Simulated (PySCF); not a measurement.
**GaF3: core ionisation energies**

Compound: GaF3.
Numbering: `[F:1][Ga:2]([F:3])[F:4]`

Geometry (PBE0-D3(BJ)/def2-SVP, Å), atoms numbered from 1 in this order:
```
atom  x, y, z in Å
F1    -0.7495    1.5222   -0.0014
Ga2    0.0267   -0.0208   -0.0192
F3     1.7510   -0.1201   -0.0248
F4    -0.9245   -1.4622   -0.0308
```

Method: delta-SCF UKS SCAN, pcX-2 on the ionised atom, pcseg-1 elsewhere, spin-free X2C (PySCF). Vertical ΔSCF values, vacuum level as zero.

Q: Give the core binding energies atom by atom.

A: 
```tsv
atom(s)	bonded to	level	binding energy (eV)	count
F1/F3/F4	Ga	F 1s	692.69	3
```

Q: What is the longest wavelength that can ionise F 1s of F1/F3/F4 vertically?

A: λ = hc/E = 12398.42 eV Å / 692.69 eV = 17.899 Å.

The first atom of each set that the bonding makes equivalent was ionised and stands for the set. No level of gallium is listed. Isolated species at its PBE0-D3(BJ)/def2-SVP geometry, gas phase.
